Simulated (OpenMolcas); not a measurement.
**Ni2+, Pd2+, Pt2+: d⁸ down the group**

- Program: OpenMolcas 26.06
- Method: CASSCF
- Basis: ANO-R2
- Scalar Hamiltonian: X2C, finite nucleus
- Spin-orbit coupling: RASSI with atomic mean-field integrals over the reference wave functions, term energies averaged over their components

Active space for each ion: 8 electrons in 10 orbitals (d d).

Computed levels in cm-1 above ³F₄:

| Level | Ni2+ | Pd2+ | Pt2+ |
| --- | --- | --- | --- |
| ³F₃ | 1350 | 3123 | 9882 |
| ³P₂ | 19845 | 17559 | 17351 |
| ³P₁ | 20162 | 17077 | 22573 |
| ³P₀ | 20431 | 17369 | 20351 |
| ¹G₄ | 25792 | 21201 | 25599 |
| ¹S₀ | 61394 | 49236 | 54718 |
| weight of ³F in the lowest level (%) | 100 | 99 | 97 |

Mixed levels, with the weight of the term that names them: Pd2+ ³P₂ (54 %), Pt2+ ³P₂ (54 %).

Measured, with the error of the calculation in %. Measured levels: Ni2+ from Corliss and Sugar, J. Phys. Chem. Ref. Data 10, 197 (1981); Pd2+ from Moore, Atomic Energy Levels, vol. III, NSRDS-NBS 35 (1971 reprint of NBS Circular 467, 1958); Pt2+ from NIST levels as listed in McCann et al., Mon. Not. R. Astron. Soc. 538, 537 (2025).

```
Level           Ni2+           Pd2+           Pt2+
  ³F₃    1361 (-0.8)    3230 (-3.3)    9752 (+1.3)
  ³P₂  16662 (+19.1)                              
  ³P₁  16978 (+18.8)  13470 (+26.8)  16782 (+34.5)
  ³P₀  17231 (+18.6)  13699 (+26.8)  14939 (+36.2)
  ¹G₄  23109 (+11.6)  17880 (+18.6)  21331 (+20.0)
  ¹S₀  52532 (+16.9)
```

The fine-structure level ³F₃ changes by a factor of 7.32 from Ni2+ to Pt2+.

Without spin-orbit coupling ³P lies 18802, 13938, 12643 cm-1 above ³F in that order; the difference to the level ³P₂, of either sign, comes from spin-orbit coupling, which also lowers the zero.

Without dynamic correlation excited terms often stand tens of per cent too high (terms of higher spin than the ground term too low), and those without a measured partner can miss by more than the paired ones. Active for correlation alone: 4d; no level in the range computed is led by a configuration that fills it, so any true level of that kind is missing (holds for Ni2+). Active for correlation alone: 5d; no level in the range computed is led by a configuration that fills it, so any true level of that kind is missing (holds for Pd2+). Active for correlation alone: 6d; no level in the range computed is led by a configuration that fills it, so any true level of that kind is missing (holds for Pt2+). Measured partners are found by configuration, term and J. A level has none where our copy of the source lacks it or the pairing is in doubt (some pairs that miss far off the trend of their configuration count as doubtful), and it then counts in no deviation. Only configurations of the active space appear.
